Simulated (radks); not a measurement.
Task: These are the eigenvalues of the occupied orbitals of an atom or ion with whole-number occupations (hartree). Calculated with a radial shooting solver on a logarithmic mesh with Libxc functionals: scalar-relativistic Kohn-Sham, PBE, spin-polarised, spherical densities, finite nucleus; Fermi nuclear charge, rms radius of each element as measured or else 0.836 A^(1/3) + 0.57 fm.

1s up: -3244.817
1s down: -3244.772
2s up: -658.2910
2s down: -658.2668
2p up: -580.3432
2p down: -580.3054
3s up: -227.2399
3s down: -227.1946
3p up: -204.6263
3p down: -204.5748
3d up: -182.0897
3d down: -182.0434
4s up: -110.9535
4s down: -110.7031
4p up: -102.3742

Which element is it, and in what charge state? The configuration may be excited. Open shells, if any, are filled with parallel spins first.

Result: Z = 81, thallium, charge +50: Tl50+ in [Ar] 3d10 4s2 4p1. The list shows which subshells hold electrons but not how many an open one holds; the 1s level, -3244.8 hartree, gives Z - s = 80.6 by -(Z - s)^2/2, which with screening and relativity narrows Z to a few neighbours, and the depths of the outer levels then fix element, charge and occupations together.
